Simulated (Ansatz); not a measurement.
CH2N2, SMILES `N=C=N` (charge 0, multiplicity 1).

All values below come from CAM-B3LYP/cc-pVTZ // B3LYP-D3(BJ)/def2-TZVP (Ansatz, a program for electronic structure).

Ansatz 0.2 input:
```yaml
crystal:
  periodic: [false, false, false]
  atoms:
    - { symbol: N, position_ang: [-1.196312, 0.124521, 0.007603] }
    - { symbol: C, position_ang: [-0.002071, 0.107087, 0.250175] }
    - { symbol: N, position_ang: [1.18858, 0.274566, 0.449356] }
    - { symbol: H, position_ang: [-1.845892, -0.338113, 0.628648] }
    - { symbol: H, position_ang: [1.860058, -0.391602, 0.092943] }
basis:
  gaussian: { orbitals: cc-pVTZ }
hamiltonian:
  xc: cam_b3lyp
```

Output:

```
Functional definition: CAM-B3LYP
634 factors; their error is unknown
153 factors; integrals over basis functions are off by at most 1.2e-5 eV
mean field evaluation 1: about -4043.3834 eV, gradient 5.3e1 eV
mean field evaluation 2: about -4042.8450 eV, gradient 5.6e1 eV
mean field evaluation 4: about -4048.3002 eV, gradient 1.3e0 eV
mean field evaluation 8: about -4048.3017 eV, gradient 1.7e-1 eV
mean field -4048.30170840 eV, -148.7723437463 hartree, gradient 6.0e-5 eV, S^2 0.000000; 0 other end points of the search recorded, 0 dependent functions left out
reference -4048.30179761 eV, -148.7723470248 hartree; 11, 11 occupied and 107, 107 virtual orbitals, 634 factors
Total energy: -4048.30179761 eV, -148.7723470248 hartree
```
